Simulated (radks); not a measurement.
Species: Ir XLIV. Configuration: [Ar] 3d10 4s2 4p4.

All-electron calculation, scalar-relativistic Kohn-Sham, LB94 model potential, spin-polarised, spherical densities, finite nucleus; open shells are filled with parallel spins first (spin-orbit coupling, left out, can overturn this in heavy ions); Fermi nuclear charge, rms radius 5.4032 fm. Program: a radial shooting solver on a logarithmic mesh with Libxc functionals.

Energy parts (eV):
kinetic: 506501.99
electron-nucleus: -1044125.10
Hartree: 93109.21
(The LB94 potential has no energy functional, so no total or exchange-correlation energy is given.)

Orbitals (lengths in bohr, moments of r in powers of bohr; r(max) is where P^2 peaks; r(90%) holds 90 % of the orbital's charge):
| orbital | occ. | eigenvalue (eV) | r(90%) | r(max) |
|---|---|---|---|---|
| 1s up | 1 | -78457.33 | 0.0318 | 0.01082 |
| 1s down | 1 | -78457.20 | 0.0318 | 0.01082 |
| 2s up | 1 | -15466.84 | 0.114 | 0.06221 |
| 2s down | 1 | -15465.59 | 0.114 | 0.06221 |
| 2p up | 3 | -13723.68 | 0.108 | 0.05129 |
| 2p down | 3 | -13721.81 | 0.108 | 0.05130 |
| 3s up | 1 | -5146.304 | 0.274 | 0.1745 |
| 3s down | 1 | -5145.555 | 0.275 | 0.1745 |
| 3p up | 3 | -4633.859 | 0.280 | 0.1730 |
| 3p down | 3 | -4633.195 | 0.280 | 0.1730 |
| 3d up | 5 | -4084.136 | 0.261 | 0.1402 |
| 3d down | 5 | -4083.508 | 0.261 | 0.1402 |
| 4s up | 1 | -2433.179 | 0.534 | 0.3717 |
| 4s down | 1 | -2430.234 | 0.533 | 0.3710 |
| 4p up | 3 | -2241.812 | 0.554 | 0.3828 |
| 4p down | 1 | -2238.409 | 0.553 | 0.3821 |

The highest occupied level is 4p down at -2238.4 eV. The spin density at the nucleus is -34.25 e/bohr^3 (1s -24.20, 2s 27.55, 3s 36.57, 4s -74.17). For comparison, the ionisation energy in NIST's Atomic Spectra Database is 2201 eV (theoretical). In exact Kohn-Sham theory the highest level is minus the ionisation energy, but local and semilocal functionals leave it too shallow, through self-interaction and a potential that decays too fast; potentials with the right tail come closer. The electron density at the nucleus is 1.953e+06 e/bohr^3 (large components only). The density falls to 0.001 e/bohr^3 at r = 0.97 bohr. Spin moment in Bohr magnetons: 2.
